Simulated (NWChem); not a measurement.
System: HfH$_{4}$O$_{2}$; SMILES [OH][HfH2][OH]

NWChem input:

```
start job
memory heap 200 mb stack 900 mb global 1100 mb
geometry units angstroms noautoz
  Hf     0.000000     0.000000    -0.017409
  O      1.629224     0.146064     0.970712
  H      2.312566     0.207664     1.636345
  O     -1.629224    -0.146064     0.970712
  H     -2.312566    -0.207664     1.636345
  H      0.135172    -1.511345    -1.095187
  H     -0.135172     1.511345    -1.095187
end
basis spherical
  * library def2-svpd
end
ecp
  Hf library def2-ecp
end
dft
  xc b3lyp
  iterations 150
  mulliken
end
task dft energy
```

Excerpt of the output:

```
             Northwest Computational Chemistry Package (NWChem) 7.3.0
             --------------------------------------------------------

 C2V symmetry detected

                             Geometry "geometry" -> ""
                             -------------------------

 Output coordinates in angstroms (scale by  1.889725989 to convert to a.u.)

  No.       Tag          Charge          X              Y              Z
 ---- ---------------- ---------- -------------- -------------- --------------
    1 Hf                  72.0000     0.00000000     0.00000000    -0.18436835
    2 O                    8.0000     1.63575840     0.00000000     0.80375265
    3 H                    1.0000     2.32187118     0.00000000     1.46938565
    4 O                    8.0000    -1.63575840     0.00000000     0.80375265
    5 H                    1.0000    -2.32187118     0.00000000     1.46938565
    6 H                    1.0000     0.00000000    -1.51737769    -1.26214635
    7 H                    1.0000     0.00000000     1.51737769    -1.26214635

 Effective nuclear repulsion energy (a.u.)     414.3882958289

      Symmetry information
      --------------------

 Group name             C2v
 Group number             16
 Group order               4
 No. of unique centers     4

                                 NWChem DFT Module
                                 -----------------

 Summary of "ao basis" -> "ao basis" (spherical)
 ------------------------------------------------------------------------------
       Tag                 Description            Shells   Functions and Types
 ---------------- ------------------------------  ------  ---------------------
 Hf                        def2-svpd                13       35   6s4p2d1f
 O                         def2-svpd                 9       23   4s3p2d
 H                         def2-svpd                 4        8   2s2p

      Symmetry analysis of basis
      --------------------------

        a1         44
        a2         14
        b1         32
        b2         23

            General Information
            -------------------
          SCF calculation type: DFT
          Wavefunction type:  closed shell.
          No. of atoms     :     7
          No. of electrons :    32
           Alpha electrons :    16
            Beta electrons :    16
          Charge           :     0
          Spin multiplicity:     1
          Use of symmetry is: on ; symmetry adaption is: on
          Maximum number of iterations: 150
          AO basis - number of functions:   113
                     number of shells:    47
          Convergence on energy requested:  1.00D-06
          Convergence on density requested:  1.00D-05
          Convergence on gradient requested:  5.00D-04

              XC Information
              --------------
                         B3LYP Method XC Potential
                     Hartree-Fock (Exact) Exchange  0.200
                        Slater Exchange Functional  0.800 local
                    Becke 1988 Exchange Functional  0.720 non-local
              Lee-Yang-Parr Correlation Functional  0.810
                  VWN I RPA Correlation Functional  0.190 local

             Grid Information
             ----------------
          Grid used for XC integration:  medium
          Radial quadrature: Mura-Knowles
          Angular quadrature: Lebedev.
          Tag              B.-S. Rad. Rad. Pts. Rad. Cut. Ang. Pts.
          ---              ---------- --------- --------- ---------
          Hf                  1.55      123          10.0       590
          O                   0.60       49          11.0       434
          H                   0.35       45          12.0       434
          Grid pruning is: on
          Number of quadrature shells:   262
          Spatial weights used:  Erf1

      Superposition of Atomic Density Guess
      -------------------------------------

 Sum of atomic energies:        -203.32393043

      Non-variational initial energy
      ------------------------------

 Total energy =    -198.811675
 1-e energy   =    -468.746448
 2-e energy   =     177.770044
 HOMO         =      -0.310954
 LUMO         =       0.008145

      Symmetry analysis of molecular orbitals - initial
      -------------------------------------------------

  Numbering of irreducible representations:

     1 a1          2 a2          3 b1          4 b2

  Orbital symmetries:

     1 a1          2 b1          3 a1          4 b1          5 a1
     6 b2          7 a1          8 b1          9 a1         10 b1
    11 a1         12 a2         13 b2         14 b1         15 a1
    16 b2         17 a1         18 a1         19 b1         20 b2
    21 a2         22 b1         23 a1         24 a1         25 b2
    26 a1

     ---------------------------------------------
      Total Density - Mulliken Population Analysis
     ---------------------------------------------

    Atom       Charge   Shell Charges
 -----------   ------   -------------------------------------------------------
    1 Hf  12    10.04   0.03 -0.30  1.75  0.50  0.56  0.27  5.48  0.50  0.06  0.20  0.86  0.04  0.09
    2 O    8     8.91   1.99  1.12  0.63 -0.03  3.18  1.93  0.10  0.00 -0.02
    3 H    1     0.76   0.57  0.11  0.06  0.03
    4 O    8     8.91   1.99  1.12  0.63 -0.03  3.18  1.93  0.10  0.00 -0.02
    5 H    1     0.76   0.57  0.11  0.06  0.03
    6 H    1     1.31   0.76  0.55  0.00 -0.00
    7 H    1     1.31   0.76  0.55  0.00 -0.00

   convergence    iter        energy       DeltaE   RMS-Dens  Diis-err
 ---------------- ----- ----------------- --------- --------- ---------
 d= 0,ls=0.0,diis     1   -200.7102452278 -2.93D+02  2.16D-02  1.39D+00
 d= 0,ls=0.0,diis     2   -199.8353103763  8.75D-01  1.34D-02  1.02D+01
 d= 0,ls=0.0,diis     3   -200.8864096861 -1.05D+00  1.22D-03  1.35D-02
 d= 0,ls=0.0,diis     4   -200.8879127886 -1.50D-03  3.72D-04  2.64D-03
 d= 0,ls=0.0,diis     5   -200.8882677395 -3.55D-04  7.68D-05  8.44D-05
  Resetting Diis
 d= 0,ls=0.0,diis     6   -200.8882771637 -9.42D-06  2.15D-05  4.90D-06
 d= 0,ls=0.0,diis     7   -200.8882776886 -5.25D-07  1.51D-05  8.49D-07
 d= 0,ls=0.0,diis     8   -200.8882776308  5.78D-08  6.92D-06  1.48D-06

         Total DFT energy =     -200.888277630817
      One electron energy =     -472.262865535095
           Coulomb energy =      203.817215593946
    Exchange-Corr. energy =      -24.607356635511
 Nuclear repulsion energy =       92.164728945843

 Numeric. integr. density =       32.000013125031

                  Occupations of the irreducible representations
                  ----------------------------------------------

                     irrep           alpha         beta
                     --------     --------     --------
                     a1                7.0          7.0
                     a2                1.0          1.0
                     b1                5.0          5.0
                     b2                3.0          3.0

                       DFT Final Molecular Orbital Analysis
                       ------------------------------------

 Vector   14  Occ=2.000000D+00  E=-3.523855D-01  Symmetry=b1
              MO Center= -9.8D-14,  8.8D-15,  7.2D-01, r^2= 3.5D+00
   Bfn.  Coefficient  Atom+Function         Bfn.  Coefficient  Atom+Function
  ----- ------------  ---------------      ----- ------------  ---------------
    42      0.345774  2 O  pz                73     -0.345774  4 O  pz
    40     -0.260550  2 O  px                71     -0.260550  4 O  px
    45      0.236638  2 O  pz                76     -0.236638  4 O  pz
    43     -0.174526  2 O  px                74     -0.174526  4 O  px
    22     -0.146957  1 Hf d  1              16     -0.078567  1 Hf px

 Vector   15  Occ=2.000000D+00  E=-3.024008D-01  Symmetry=a1
              MO Center= -2.9D-15, -6.3D-14, -9.7D-01, r^2= 3.1D+00
   Bfn.  Coefficient  Atom+Function         Bfn.  Coefficient  Atom+Function
  ----- ------------  ---------------      ----- ------------  ---------------
     5      0.421849  1 Hf s                  3     -0.294353  1 Hf s
    98      0.293590  6 H  s                106      0.293590  7 H  s
    23     -0.267750  1 Hf d  2               2      0.174223  1 Hf s
     9      0.166428  1 Hf pz                18     -0.142135  1 Hf pz
    99      0.142718  6 H  s                107      0.142718  7 H  s

 Vector   16  Occ=2.000000D+00  E=-2.747166D-01  Symmetry=b2
              MO Center= -8.3D-15,  4.3D-14, -1.0D+00, r^2= 3.0D+00
   Bfn.  Coefficient  Atom+Function         Bfn.  Coefficient  Atom+Function
  ----- ------------  ---------------      ----- ------------  ---------------
    20      0.376609  1 Hf d -1              98      0.317688  6 H  s
   106     -0.317688  7 H  s                  8      0.218292  1 Hf py
    17     -0.212734  1 Hf py                99      0.168232  6 H  s
   107     -0.168232  7 H  s                 41     -0.075408  2 O  py
    72     -0.075408  4 O  py                25      0.070127  1 Hf d -1

 Vector   17  Occ=0.000000D+00  E=-5.051089D-02  Symmetry=a1
              MO Center= -1.8D-14,  4.5D-14, -7.0D-01, r^2= 3.2D+00
   Bfn.  Coefficient  Atom+Function         Bfn.  Coefficient  Atom+Function
  ----- ------------  ---------------      ----- ------------  ---------------
    21      0.637821  1 Hf d  0              23      0.348662  1 Hf d  2
    15     -0.345983  1 Hf pz                18     -0.169479  1 Hf pz
    39      0.154320  2 O  s                 70      0.154320  4 O  s
    26      0.143892  1 Hf d  0               9      0.134002  1 Hf pz
    28      0.126156  1 Hf d  2              60     -0.101644  3 H  s

[...]
```

Level: B3LYP/def2-SVPD with def2 effective core potentials on Hf. Coordinates come from a PBE0/def2-SVP optimisation. def2 effective core potentials on Hf; no spin-orbit coupling.
